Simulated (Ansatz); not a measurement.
Frontier orbitals of ClF₂GeH, SMILES `[F][GeH]([F])[Cl]`.

Cartesian coordinates in Å:
```
F 0.900 0.178 -1.432
Ge -0.064 -0.092 -0.042
F 0.940 -0.966 1.038
Cl -0.476 1.782 0.833
H -1.300 -0.903 -0.397
```

Charge 0, multiplicity 1. Correlated methods include outer-core shells of Ge, which these sets cover unevenly. Scalar relativity is left out up to krypton. The structure was optimised at the PBE0-D4/def2-TZVP level. Basis def2-TZVPP, the Gaussian-basis code of Ansatz.

```tsv
functional	HOMO (eV)	LUMO (eV)	gap (eV)
LDA (SPW92)	-8.66	-2.15	6.51
PBE	-8.51	-1.84	6.67
BLYP	-8.35	-1.83	6.52
r2SCAN	-8.91	-1.50	7.41
PBE0	-10.00	-0.78	9.22
r2SCANh	-9.45	-1.12	8.33
ωB97M-V	-12.28	1.30	13.58
```

A quarter of exact exchange (PBE0) shifts PBE's HOMO by −1.49 eV and its LUMO by +1.06 eV; full exchange at long range (ωB97M-V) shifts them by −3.77 and +3.14 eV. The gap opens from 6.67 to 13.58 eV, since occupied levels lose self-interaction and empty ones feel all the electrons. A positive LUMO is unbound and depends on the basis.
